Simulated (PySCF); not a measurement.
# Electronic structure of Bi (bismuth, neutral) at the UHF level

Configuration: [Xe] 4f14 5d10 6s1 6p4, high-spin 4P determinant (an excited configuration). Computed with PySCF 2.14 in x2c-TZVPPall (11s7p6d3f, 83 functions), with the spin-free X2C one-electron Hamiltonian (Gaussian nucleus).

- Total energy: -21528.841350 hartree
- One-electron energy: -29434.2997 hartree
- Hartree (Coulomb) energy: 8303.1773 hartree
- Exchange energy: -397.7189 hartree
- ⟨S²⟩: 3.7781
- ⟨L²⟩: 2.018
- Sum of ⟨r⟩: 50.63 bohr
- Sum of ⟨r²⟩: 77.62 bohr²
- Traceless quadrupole moment −½Σ⟨3z² − r²⟩ along its main axis: -4.34 e·bohr²
- Langevin diamagnetic susceptibility: -61.5 ×10⁻⁶ cm³/mol

```
shell  electrons  mean orbital energy (hartree)  spread (hartree)  rms radius, mean of both spins (bohr)
 1s α          1                    -3345.50684                 0                                 0.0178
 1s β          1                    -3345.50039                 0                                 0.0178
 2s α          1                     -606.91787                 0                                 0.0718
 2s β          1                     -606.91457                 0                                 0.0718
 2p α          3                     -521.89390           0.00097                                 0.0664
 2p β          3                     -521.89185           0.00053                                 0.0664
 3s α          1                     -149.23883                 0                                  0.183
 3s β          1                     -149.23251                 0                                  0.183
 3p α          3                     -124.46822           0.00232                                  0.186
 3p β          3                     -124.46391           0.00012                                  0.186
 3d α          5                      -98.19813           0.00186                                  0.170
 3d β          5                      -98.19706           0.00144                                  0.170
 4s α          1                      -35.76930                 0                                  0.401
 4s β          1                      -35.75801                 0                                  0.401
 4p α          3                      -27.48209           0.00507                                  0.427
 4p β          3                      -27.47474           0.00129                                  0.427
 4d α          5                      -17.53393           0.00476                                  0.452
 4d β          5                      -17.53092           0.00385                                  0.452
 5s α          1                       -6.75034                 0                                  0.890
 5s β          1                       -6.72279                 0                                  0.890
 4f α          7                       -6.64703           0.00548                                  0.480
 4f β          7                       -6.64430           0.00459                                  0.480
 5p α          3                       -4.31879           0.01263                                   1.01
 5p β          3                       -4.30345           0.00256                                   1.01
 5d α          5                       -1.38653           0.01686                                   1.32
 5d β          5                       -1.35957           0.00830                                   1.32
 6s α          1                       -0.84037                 0                                   2.38
 6p α          3                       -0.35496           0.04248                                   3.15
 6p β          1                       -0.20535                 0                                   3.15
```

Spin-orbit coupling is strong in this species (close to jj coupling), so the high-spin LS determinant is a model state, not a physical level.

Densities and radii are taken from the X2C orbitals without a picture-change correction, which distorts them close to the nucleus.

Spin-orbit constants ζ (cm⁻¹) from the X2C one-electron operator on these orbitals: bare nucleus, nucleus screened by l(l+1)(2l+1)/3 electrons, and screened by the Breit-Pauli mean field of the electrons.

```csv
shell,bare,screened nucleus,mean field
2p,11390000,11120000,n/a
3p,2586000,2524000,n/a
3d,396600,348800,n/a
4p,628700,613600,n/a
4d,88200,77570,n/a
4f,18700,12390,n/a
5p,113400,110600,n/a
5d,10470,9211,n/a
6p,10230,9983,n/a
```

To first order the Landé constant is A = -3328 cm⁻¹, so the lowest level has J = 5/2 and lies 0.619 eV below the centre of the term. This holds in LS coupling only, and this species is close to jj coupling.
